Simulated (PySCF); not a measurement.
Nickel: a sound run and one with changed settings

Sound run: Ni⁺ [Ar] 3d9, Ni²⁺ [Ar] 3d8. Computed with PySCF 2.14 in jorge-DZP-DKH (8s6p2d1f, 43 functions), with scalar relativity by spin-free X2C-1e. In the sound run the correlated levels freeze [Ar]. The sound run starts from symmetry-adapted Hartree-Fock orbitals and uses a fine grid where one is needed.

Changed run: initial guess atom, at most 50 SCF cycles.

```tsv
species	method	sound run (hartree)	changed run (hartree)	converged
Ni⁺	UHF	-1518.67849	-1518.67845	yes
Ni⁺	LDA	-1517.37719	-1517.37769	no
Ni⁺	PBE	n/a	-1519.90923	no
Ni⁺	MP2	-1518.92135	-1518.92132	yes
Ni²⁺	UHF	-1518.14844	-1518.14844	yes
Ni²⁺	LDA	-1516.70052	-1516.70052	yes
Ni²⁺	PBE	-1519.25223	-1519.25223	yes
Ni²⁺	MP2	-1518.30640	-1518.30640	yes
```

Ionisation energy of Ni⁺:

| method | sound run (eV) | changed run (eV) |
| --- | --- | --- |
| UHF | 14.423 | 14.422 |
| MP2 | 16.734 | 16.733 |
| SCS-MP2 | 16.506 | 16.505 |

A plain start with occupations fixed only by D2h representation lets s and d (or p and f) orbitals of one representation trade places, so the SCF can reach the same state, another state or none.

For comparison, NIST gives 18.169 eV between the lowest levels.
